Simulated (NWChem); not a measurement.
trifluoroacetic acid (C₂HF₃O₂); SMILES O=C(O)C(F)(F)F

```xyz
8

O     -1.1026    -1.4745     0.0003
C      0.1115    -0.9423     0.0010
O      1.1444    -1.5407     0.0007
C      0.0167     0.5952     0.0004
F     -0.6533     1.0156     1.0696
F      1.2244     1.1252     0.0172
F     -0.6226     1.0145    -1.0881
H     -0.9993    -2.4394    -0.0008
```
Atoms are numbered in this order, from 1.

Structure relaxed at the PBE0/def2-SVP level.

**Question.** Give the principal values of the shielding tensors (ppm) of O1, C2, O3, C4, F5 from Hartree-Fock/6-31G* (spherical d), GIAO (NWChem), with their diamagnetic and paramagnetic parts as GIAO splits them.

**Answer.** 
```tsv
atom	σ11	σ22	σ33	isotropic	diamagnetic	paramagnetic
O1	48.5	226.3	289.4	188.0	397.3	-209.3
C2	-60.4	89.4	104.6	44.5	246.4	-201.8
O3	-298.3	-217.6	336.4	-59.8	399.3	-459.1
C4	89.1	95.8	110.7	98.5	233.7	-135.1
F5	245.8	320.5	393.3	319.9	474.1	-154.2
```
